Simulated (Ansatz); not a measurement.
Molecule: CBrF₂, charge 0, multiplicity 2. It need not be the lowest isomer of its formula. 
Structure (B3LYP-D3(BJ)/def2-TZVP (Ansatz, an electronic-structure program) minimum search):
```xyz
4

C     -0.9787    -0.0231    -0.1195
F     -1.5361    -0.6673     0.8898
F     -1.4489     1.2092    -0.1878
Br     0.9354    -0.1354    -0.1600
```
Charge 0, spin multiplicity 2.

Total electronic energies in hartree. Valence correlation only, unless marked. Open shells are spin-unrestricted. No spin-orbit coupling. Frozen are the shells of the preceding noble gas and the d and f shells that filled before the atom's block. No relativistic terms. Basis-set limits of correlation are two-point, X^-3; Hartree-Fock from the larger set. The bracket is a focal-point correction in the basis named.

```tsv
level	program	energy (Eh)
HF/aug-cc-pVDZ	Ansatz	-2809.09789
RI-HF/aug-cc-pVTZ	Ansatz	-2809.24037
BLYP-D3(BJ)/def2-TZVPD	Ansatz + dftd3	?
B97M-V/def2-TZVPD	Ansatz	?
B2PLYP-D3(BJ)/def2-TZVPD	Ansatz + dftd3	-2811.43044
MP2/cc-pVDZ	Ansatz	-2809.67120
RI-MP2/CBS(cc-pVTZ,cc-pVQZ)	Ansatz	-2810.1779
CCSD/6-31G*	Ansatz	-2809.36443
RI-MP2/CBS(cc-pVTZ,cc-pVQZ)+[CCSD(T)-MP2]/cc-pVTZ	Ansatz	-2810.2247
```

Fill in the missing entries.


- BLYP-D3(BJ)/def2-TZVPD, energy (Eh): -2811.99534
- B97M-V/def2-TZVPD, energy (Eh): -2811.44572
